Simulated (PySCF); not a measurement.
Several molecules and their computed UV-vis stick spectra, shuffled. Method: TDDFT CAM-B3LYP/def2-SVPD, vertical, gas phase, core orbitals frozen in the response (PySCF). Geometries: GFN2-xTB; one conformer of each isolated species. Triplets are in the Tamm–Dancoff approximation.

A. `C(/C=C1\C=CCO1)F`
B. `[H]/N=C\C(C=O)=C/[SiH2][SiH3]`
C. `[SiH3]N([SiH3])CC#CC=O`
D. `F[C@]12CC[C@](F)(C1)C2`
E. `CO[SiH2][C@@H]1C[Si@H]1C#N`

Lowest singlet levels (six at most, fewer where fewer were computed) with oscillator strengths:

1. 5.07 eV (f 0.399); 5.88 eV (f 0.003); 6.37 eV (f 0.000); 6.88 eV (f 0.007); 6.97 eV (f 0.008); 7.15 eV (f 0.204); T1 3.09 eV
2. 5.91 eV (f 0.339); 6.01 eV (f 0.008); 6.80 eV (f 0.004); 6.91 eV (f 0.008); 6.98 eV (f 0.023); 7.20 eV (f 0.003); T1 4.51 eV
3. 3.91 eV (f 0.000); 4.79 eV (f 0.000); 5.66 eV (f 0.139); 5.73 eV (f 0.034); 6.19 eV (f 0.016); 6.69 eV (f 0.001); T1 3.32 eV
4. 8.56 eV (f 0.000); 8.69 eV (f 0.018); 8.92 eV (f 0.011); 9.05 eV (f 0.007); 9.28 eV (f 0.000); 9.42 eV (f 0.138); T1 8.43 eV
5. 3.36 eV (f 0.000); 4.26 eV (f 0.003); 5.18 eV (f 0.402); 5.42 eV (f 0.001); 5.88 eV (f 0.035); 6.24 eV (f 0.011); T1 2.95 eV

Question: Match each spectrum to its molecule.

Answer: 1 = A, 2 = E, 3 = C, 4 = D, 5 = B.
- A: S1 at 5.07 eV, HOMO→LUMO (97%); Löwdin shares by element: HOMO carbon 57% or more, oxygen 14% (atoms not listed hold the other 30%); LUMO carbon 75% or more (atoms not listed hold the other 25%); HOMO -7.26 and LUMO 0.40 eV; point group Cs, 1 of its 6 listed states under f = 0.0005.
- B: S1 at 3.36 eV, HOMO→LUMO (84%); Löwdin shares by element: HOMO nitrogen 40%, oxygen 21%, carbon 18% or more (atoms not listed hold the other 22%); LUMO carbon 57% or more, oxygen 13% (atoms not listed hold the other 30%); HOMO -8.66 and LUMO -1.67 eV.
- C: S1 at 3.91 eV, HOMO-1→LUMO (95%); Löwdin shares by element: HOMO nitrogen 53%, silicon 16%, hydrogen 5% or more (atoms not listed hold the other 26%); LUMO carbon 60% or more, oxygen 27%; HOMO -8.85 and LUMO -0.87 eV.
- D: S1 at 8.56 eV, HOMO→LUMO (92%); Löwdin shares by element: HOMO carbon 31% or more, fluorine 23% (atoms not listed hold the other 46%); LUMO carbon 40% or more (atoms not listed hold the other 60%); HOMO -10.13 and LUMO 1.28 eV; point group C2v, 2 of its 6 listed states under f = 0.0005.
- E: S1 at 5.91 eV, HOMO→LUMO (94%); Löwdin shares by element: HOMO carbon 47% or more, silicon 31% (atoms not listed hold the other 22%); LUMO silicon 28% or more, carbon 28% or more, nitrogen 15% (atoms not listed hold the other 30%); HOMO -8.59 and LUMO 0.08 eV.

Without π bonds the low states are Rydberg-like; a valence basis with one diffuse set may place them up to an eV too high.
